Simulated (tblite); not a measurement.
Compound: C5H14ClFSi2.
SMILES with atom numbers: `[CH3:1][C@@H:2]([F:3])[CH2:4][CH2:5][C@@H:6]([SiH3:7])[SiH2:8][Cl:9]` (hydrogens: H10, H11, H12 on C1; H13 on C2; H14, H15 on C4; H16, H17 on C5; H18 on C6; H19, H20, H21 on Si7; H22, H23 on Si8)

A start from a force field or distance geometry was refined with GFN2-xTB geometry optimisation, gas phase (tblite). Values at the start:

```tsv
coordinate	start
C1–C2	1.509 Å
C1–H10	1.100 Å
C2–F3	1.381 Å
C2–H13	1.114 Å
C4–C5	1.475 Å
C4–H14	1.116 Å
C4–H15	1.103 Å
C5–C6	1.474 Å
C5–H16	1.120 Å
C5–H17	1.130 Å
C6–Si7	1.823 Å
C6–Si8	1.872 Å
C6–H18	1.124 Å
Si7–H19	1.459 Å
Si8–Cl9	2.077 Å
Si8–H22	1.482 Å
C1–C2–F3	114.1°
C1–C2–C4	111.4°
C2–C4–C5	104.8°
F3–C2–C4	113.4°
C4–C5–C6	118.9°
C5–C6–Si7	118.4°
C5–C6–Si8	108.6°
Si7–C6–Si8	109.2°
C1–C2–C4–C5	61°
C2–C4–C5–C6	180°
C4–C5–C6–Si7	-60°
C5–C6–Si8–Cl9	162°
```

Task: How do these coordinates change at the GFN2-xTB level?

Result: 
```
   coordinate  GFN2-xTB (Å or °)  change
       C6–Si7              1.916  +0.093
      Si8–Cl9              2.018  -0.059
        C5–C6              1.533  +0.059
        C4–C5              1.523  +0.048
       C5–H17              1.093  -0.037
       C6–Si8              1.905  +0.033
       C6–H18              1.098  -0.026
       C5–H16              1.094  -0.026
       C4–H14              1.092  -0.024
      Si8–H22              1.465  -0.017
       C2–H13              1.099  -0.015
       C1–H10              1.087  -0.013
        C1–C2              1.520  +0.011
       C4–H15              1.092  -0.011
        C2–F3              1.389  +0.008
      Si7–H19              1.466  +0.007
     C2–C4–C5              112.8    +8.0
     C1–C2–F3              108.2    -5.9
     C4–C5–C6              113.1    -5.8
     F3–C2–C4              107.9    -5.5
    C5–C6–Si7              112.9    -5.5
   Si7–C6–Si8              113.2    +4.0
    C5–C6–Si8              112.5    +3.9
     C1–C2–C4              114.0    +2.6
  C1–C2–C4–C5                 70      +9
 C4–C5–C6–Si7                -65      -5
  C2–C4–C5–C6                177      -3
C5–C6–Si8–Cl9                160      -2
```

The energy falls by 18.3 kcal/mol over 98 L-BFGS steps, the largest force on an atom goes from 2.51 to 0.009 eV/Å, and the atoms move by 0.352 Å rms after alignment. The bond that changes most is C6–Si7 (sp3 carbon bound to silicon to SiH3 silicon), which lengthens by 0.093 Å. Bonds longer at the end by more than 0.005 Å: 7 of 22; shorter: 14. Among the dihedrals that turn most is H11–C1–C2–H13, from 142° to 178°. Rotational constants go from 1706, 415.7, 362.3 to 1581, 405.4, 353.2 MHz.

Time: 2.8 s wall. Hardware: one thread of an Intel Xeon at 2.50 GHz, on a shared host.

Its GFN2-xTB frequencies are all real (lowest 24 cm⁻¹). One conformer, not necessarily the lowest.

The numbers are calculated, not measured.
